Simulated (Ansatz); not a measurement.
Consider the ligand exchange at the Al–Br bond: `[SH][Al]([Br])[Br]` + H–F → `[F][Al]([SH])[Br]` + HBr.

Isolated molecules relaxed with PBE0-D4/def2-TZVP in Ansatz; ΔE leaves out vibrations. CBS: MP2 limit from def2 TZ/QZ plus the TZ coupled-cluster correction, frozen cores. This one scheme is used for every species. DFT in def2-TZVPP. For Br outer-core shells are correlated without core-valence functions, which leaves a few kJ/mol of doubt a bond. Scalar relativity is left out up to krypton. One conformer a species, not always the lowest.

`[SH][Al]([Br])[Br]`:

Z-matrix (Å, degrees):
```
Al
S 1 2.160
Br 1 2.239 2 121.0
Br 1 2.234 2 118.7 3 -180.0
H 2 1.345 1 92.2 3 -0.1
```

H–F:

Z-matrix (Å, degrees):
```
F
H 1 0.920
```

`[F][Al]([SH])[Br]`:

Z-matrix (Å, degrees):
```
Al
F 1 1.638
Br 1 2.234 2 119.2
S 1 2.156 2 118.1 3 -180.0
H 4 1.345 1 91.8 2 180.0
```

HBr:

```xyz
2

Br    0.684   -0.006    0.190
H    -0.684    0.006   -0.190
```

CCSD(T)/CBS gives -3.9 kcal/mol.

Another level gave -5.0 kcal/mol. Which?
A. PBE-QIDH/def2-TZVPP
B. BLYP/def2-TZVPP
C. revPBE/def2-TZVPP
D. BHLYP/def2-TZVPP

C. revPBE -5.0, PBE-QIDH -3.2, BHLYP -6.8, BLYP -8.7 kcal/mol.

Largest T1 diagnostic among the species: 0.010.

The D4 term adds +1.6 kcal/mol with B3LYP and +0.9 kcal/mol with PBE0; it sums over pairs of atoms, weighted by their polarisabilities, and B3LYP, whose exchange is more repulsive, gets the larger term. From r2SCAN to r2SCAN0 (25 % exact exchange), in def2-TZVPP and without D4, ΔE moves by +1.1 kcal/mol. Leaving LDA and LC-ωPBE aside and taking each functional with its dispersion term where it has one, the values, not all of them listed here, spread over 4.4 kcal/mol, from CAM-B3LYP-D4 to HSE06-D4.

B3LYP here is the variant with VWN-RPA as its local correlation; programs differ in this.
